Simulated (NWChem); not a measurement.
Molecule: CoHOCl, quartet; SMILES [Cl][Co][OH]

```xyz
4

Co     0.0897     0.4026     0.0435
Cl    -0.1138    -1.7197    -0.0606
O      0.3005     2.1152     0.1684
H     -0.2800     2.8148    -0.1568
```
Atoms are numbered in this order, from 1.

Program: NWChem. Spin-unrestricted. Coordinates come from a B3LYP/6-31G* (spherical d), spin-unrestricted optimisation. The spin multiplicity was typed, not searched, and may not be the lowest. No stability test was run on the SCF state. Vzz is the largest principal value of the second derivative of the potential at the nucleus (NWChem prints the opposite sign); η is the asymmetry. Non-relativistic.

| level | Vzz Co1 (a.u.) | η Co1 | Vzz Cl2 (a.u.) | η Cl2 | Vzz O3 (a.u.) | η O3 |
|---|---|---|---|---|---|---|
| PBE0/def2-SVP | 3.424 | 0.23 | 1.040 | 0.06 | 1.359 | 0.26 |
| PBE0/cc-pVTZ | 2.074 | (withheld) | (withheld) | (withheld) | 1.267 | 0.24 |
| B3LYP/cc-pVTZ | 2.082 | 0.81 | 0.854 | 0.19 | 1.266 | 0.24 |

Question: Some entries are withheld; supply them.

Answer: 
- PBE0/cc-pVTZ, η Co1: 0.66
- PBE0/cc-pVTZ, Vzz Cl2 (a.u.): 0.912
- PBE0/cc-pVTZ, η Cl2: 0.12
